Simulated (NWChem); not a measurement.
CH3BrOSn, singlet; SMILES C[O][Sn][Br]

```xyz
7

Sn     0.6808     0.7436     0.0000
Br    -0.0691    -1.7086     0.0000
O     -1.1017     1.6133     0.0003
C     -2.4079     1.1210    -0.0002
H     -2.4541     0.0165     0.0039
H     -2.9534     1.4893     0.8874
H     -2.9504     1.4824    -0.8925
```
Atoms are numbered in this order, from 1.

Program: NWChem. Low-valent species are run as closed-shell singlets; no triplet was tried in these runs. Structure relaxed at the PBE0/def2-SVP level. Not confirmed as a minimum by frequencies. def2 effective core potentials on Sn; no spin-orbit coupling. Ions are spin-unrestricted doublets at the neutral geometry; other ion states weren't tried.

For level PBE/def2-SVP:

```yaml
vertical ionisation energy, ΔSCF (eV): 9.26
"−ε(HOMO) (eV)": 6.40
```

Problem. How do the values read with level PBE0/def2-SVP instead?

Solution. 
* **vertical ionisation energy, ΔSCF (eV)**: 9.63
* **−ε(HOMO) (eV)**: 7.64
